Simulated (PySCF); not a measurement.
SrF⁺: frontier orbitals

PBE0 at R = 2.045 Å; PySCF, scalar-relativistic core potentials, basis sets Sr def2-SVPD with ECP28, F def2-SVPD. State: triplet, unpaired electrons σ ↑, π ↑, a second solution, started from another occupation. Only the outer orbitals are listed, counted within each symmetry, core potentials removing the inner ones.

```json
{"spin": "α", "orbital": "3σ", "occ.": "1", "ε (eV)": "-42.82", "on Sr (%)": "5", "main shells (%)": "95 F s"}
{"spin": "α", "orbital": "4σ", "occ.": "1", "ε (eV)": "-30.98", "on Sr (%)": "91", "main shells (%)": "91 Sr p"}
{"spin": "α", "orbital": "1π", "occ.": "1", "ε (eV)": "-30.74", "on Sr (%)": "99", "main shells (%)": "99 Sr p"}
{"spin": "α", "orbital": "1π", "occ.": "1", "ε (eV)": "-30.70", "on Sr (%)": "100", "main shells (%)": "100 Sr p"}
{"spin": "α", "orbital": "2π", "occ.": "1", "ε (eV)": "-24.55", "on Sr (%)": "1", "main shells (%)": "99 F p"}
{"spin": "α", "orbital": "2π", "occ.": "1", "ε (eV)": "-21.98", "on Sr (%)": "1", "main shells (%)": "99 F p"}
{"spin": "α", "orbital": "5σ", "occ.": "1", "ε (eV)": "-21.79", "on Sr (%)": "9", "main shells (%)": "90 F p"}
{"spin": "α", "orbital": "6σ", "occ.": "1", "ε (eV)": "-8.84", "on Sr (%)": "99", "main shells (%)": "89 Sr s, 9 Sr d"}
{"spin": "α", "orbital": "1δ", "occ.": "0", "ε (eV)": "-5.66", "on Sr (%)": "100", "main shells (%)": "100 Sr d"}
{"spin": "α", "orbital": "1δ", "occ.": "0", "ε (eV)": "-5.66", "on Sr (%)": "100", "main shells (%)": "99 Sr d"}
{"spin": "α", "orbital": "3π", "occ.": "0", "ε (eV)": "-5.31", "on Sr (%)": "101", "main shells (%)": "99 Sr d"}
{"spin": "β", "orbital": "3σ", "occ.": "1", "ε (eV)": "-40.21", "on Sr (%)": "6", "main shells (%)": "93 F s"}
{"spin": "β", "orbital": "4σ", "occ.": "1", "ε (eV)": "-30.68", "on Sr (%)": "91", "main shells (%)": "91 Sr p"}
{"spin": "β", "orbital": "1π", "occ.": "1", "ε (eV)": "-30.56", "on Sr (%)": "100", "main shells (%)": "100 Sr p"}
{"spin": "β", "orbital": "1π", "occ.": "1", "ε (eV)": "-30.54", "on Sr (%)": "100", "main shells (%)": "100 Sr p"}
{"spin": "β", "orbital": "2π", "occ.": "1", "ε (eV)": "-21.07", "on Sr (%)": "1", "main shells (%)": "99 F p"}
{"spin": "β", "orbital": "5σ", "occ.": "1", "ε (eV)": "-20.92", "on Sr (%)": "9", "main shells (%)": "90 F p"}
{"spin": "β", "orbital": "2π", "occ.": "0", "ε (eV)": "-15.31", "on Sr (%)": "2", "main shells (%)": "97 F p"}
{"spin": "β", "orbital": "6σ", "occ.": "0", "ε (eV)": "-6.51", "on Sr (%)": "95", "main shells (%)": "88 Sr s"}
{"spin": "β", "orbital": "1δ", "occ.": "0", "ε (eV)": "-4.92", "on Sr (%)": "99", "main shells (%)": "100 Sr d"}
```

Question: Which are the highest filled and the lowest empty level, where do they sit, and how wide is the gap?

Answer: Highest filled α 6σ at -8.84 eV (in %: 89 Sr s, 9 Sr d); lowest empty β 2π at -15.31 eV (in %: 97 F p); the gap at PBE0 is -6.47 eV.

* bond order (Mayer): 0.25
* ⟨S²⟩: 2.002
* charge on Sr (Mulliken, basis-dependent): 0.91
* charge on Sr (Löwdin, basis-dependent): 1.18
* dipole moment (positive dipole points towards F; it is taken about the centre of mass and depends on that origin): -0.51 D

Shares are Mulliken populations and can fall outside 0 to 100 %.

Spin–orbit coupling is left out. Counting both spins, an empty level lies below a filled one in this solution, because spin and occupation are held.
